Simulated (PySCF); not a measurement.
**SMILES Cl[SiH2]P[SiH2]Cl, Cl₂H₅PSi₂**

Molfile (atoms numbered from 1):
```
Cl2H5PSi2
     RDKit          3D

 10  9  0  0  0  0  0  0  0  0999 V2000
    1.6366    6.6787    2.4045 Cl  0  0  0  0  0  0  0  0  0  0  0  0
    1.4795    4.6276    2.2311 Si  0  0  0  0  0  4  0  0  0  0  0  0
   -0.3410    4.1877    0.9727 P   0  0  0  0  0  0  0  0  0  0  0  0
   -1.8844    4.4743    2.5945 Si  0  0  0  0  0  4  0  0  0  0  0  0
   -2.1868    6.5042    2.8135 Cl  0  0  0  0  0  0  0  0  0  0  0  0
    2.6784    4.1042    1.5187 H   0  0  0  0  0  0  0  0  0  0  0  0
    1.4114    4.0508    3.6051 H   0  0  0  0  0  0  0  0  0  0  0  0
   -0.2540    2.7746    1.2004 H   0  0  0  0  0  0  0  0  0  0  0  0
   -1.4722    3.9231    3.9178 H   0  0  0  0  0  0  0  0  0  0  0  0
   -3.1542    3.8349    2.1497 H   0  0  0  0  0  0  0  0  0  0  0  0
  1  2  1  0
  2  3  1  0
  3  4  1  0
  4  5  1  0
  2  6  1  0
  2  7  1  0
  3  8  1  0
  4  9  1  0
  4 10  1  0
M  END
```

The calculation used GIAO wB97X-D/pcSseg-1 magnetisability, rotational g tensor and spin-rotation constants, non-relativistic, gas phase (PySCF). Geometry: PBE0-D3(BJ)/def2-SVP.

Question: Give the nuclear spin-rotation constants along the inertial axes (H = +C I·J) beside the isotropic shieldings.

Answer: Rotational constants 1.8921, 1.0554, 0.7537 GHz. A star marks the isotopologue with that one atom substituted, in its own axes.
```tsv
atom	isotope	Caa (kHz)	Cbb (kHz)	Ccc (kHz)	mean (kHz)	σ (ppm)
Cl1	35Cl	0.168	0.104	0.065	0.112	991.0
P3	31P	1.977	0.695	0.800	1.157	587.7
Cl5	35Cl	0.168	0.104	0.065	0.112	990.8
H6	1H	0.026	-0.057	-0.061	-0.030	25.8
H7	1H	-0.139	-0.100	0.035	-0.068	25.8
H8	1H	-0.201	-0.031	-0.067	-0.100	30.6
H9	1H	-0.139	-0.100	0.035	-0.068	25.8
H10	1H	0.026	-0.057	-0.061	-0.030	25.8
Si2	29Si*	-1.218	-0.639	-0.490	-0.782	348.1
```
For the geometry as given, no vibrational averaging.

Question: How do the rotational constants and the g tensor change when H6, H7, H8, H9, H10 are replaced by deuterium?

Answer: Constants 1.7611, 0.9947, 0.7175 GHz; g -0.0249, -0.0098, -0.0103, against -0.0265, -0.0104, -0.0107 before.
